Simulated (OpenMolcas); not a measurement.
An atom or ion with 23 electrons was computed by MS-CASPT2, IPEA 0.25 Eh, imaginary shift 0.1 Eh with spin-orbit coupling (OpenMolcas, ANO-RCC-VTZP, DKH2). The lowest levels that the run gave, each within 12 % of the measured value where one is at hand:

```
   J  Parity  E (cm-1)      g
 5/2    even       0.0  2.001
 5/2    even     48020  0.574
 7/2    even     48150  0.985
11/2    even     48190  1.273
 9/2    even     48230  1.172
 5/2    even     52620  1.566
 3/2    even     52940  1.672
 1/2    even     53310  2.555
 7/2    even     57470  1.427
 1/2    even     57840  0.112
 3/2    even     58130  1.258
 5/2    even     58180  1.399
```

Q: Which ion is it, and what are the configurations and terms?

A: Cu⁶⁺ (Z = 29, charge +6; active space 5 electrons in 5 orbitals (3d)). J, parity and g give the terms where levels are pure, and mixed ones are named by the computed weights; the size of the splittings, set against known spectra of the 23-electron sequence, gives the charge. In order, with the measured energies in cm-1 (the list in Gamrath, thesis, University of Mons (2023)): 3d5 6S 5/2, 3d5 4G 5/2, 3d5 4G 7/2, 3d5 4G 11/2, 3d5 4G 9/2, 3d5 4P 5/2 (50732), 3d5 4P 3/2 (51067), 3d5 4P 1/2 (51407), 3d5 4D 7/2 (55742), 3d5 4D 1/2 (56210), 3d5 4D 3/2 (56428), 3d5 4D 5/2 (56427).

CASPT2 breaks the degeneracy within a term, and the mean is taken; among the terms shown or strongly mixed into the levels shown the widest spread is 230 cm-1 (3d5 4G). Blocks of more than 70 roots (2S+1 = 2 even) ran without multistate coupling. Terms from blocks run as CI alone lack orbitals of their own. Computed and measured levels are paired by configuration, term and J; levels that our copy of the source lacks, or whose pairing is in doubt (as where it misses far off the trend of its configuration), stay unpaired and out of the deviations. Only configurations of the active space appear.
